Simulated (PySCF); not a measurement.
Compound: C₅H₆O₂.
SMILES with atom numbers: `[CH3:1][C@H:2]([OH:3])[c:4]1[cH:5][c:6]1=[O:7]` (hydrogens: H8, H9, H10 on C1; H11 on C2; H12 on O3; H13 on C5)

Structure optimised with GFN2-xTB, isolated species.

(1) List the bond lengths, angles and torsions at this level.

Answers

(1) 
```tsv
bond	length (pm)
C1–C2	153.6
C2–O3	140.8
C2–C4	147.9
C4–C5	135.6
C5–C6	142.4
C6=O7	119.2
C4–C6	143.8
C1–H8, C1–H9, C1–H10	108.7
C2–H11	109.8
O3–H12	96.5
C5–H13	106.7
```

Bonds in one row agree within 1 pm and their mean is given. A selection of angles:
```tsv
angle	degrees
C2–C1–H8	109.6
H8–C1–H9	109.3
C1–C2–O3	112.5
C1–C2–C4	109.0
C1–C2–H11	109.2
O3–C2–C4	112.7
O3–C2–H11	105.0
C4–C2–H11	108.2
C2–O3–H12	109.2
C2–C4–C5	145.6
C2–C4–C6	153.1
C5–C4–C6	61.2
C4–C5–C6	62.2
C4–C5–H13	145.3
C6–C5–H13	152.4
C5–C6–O7	152.7
C4–C6–C5	56.6
C4–C6–O7	150.7
```

Torsions: C1–C2–C4–C5 120° (anticlinal); H12–O3–C2–C1 -60° (synclinal).

The 2 C–O bonds span 1.192 Å (C6=O7, drawn double) to 1.408 Å (C2–O3, drawn single), a spread of 0.216 Å. The 5 C–C bonds span 1.356 Å (C4–C5, drawn aromatic) to 1.536 Å (C1–C2, drawn single), a spread of 0.180 Å. The 3-membered ring C4–C5–C6 has internal angles of 56.6° to 62.2°. O3 (alcohol oxygen) is bent (angle 109.2°).

Point group: C1 (no symmetry element, even within 0.4 Å). GFN2-xTB frequencies: not computed here. One conformer, not necessarily the lowest (C1–C2–O3–H -60°, C1–C2–C4–C5 120°).
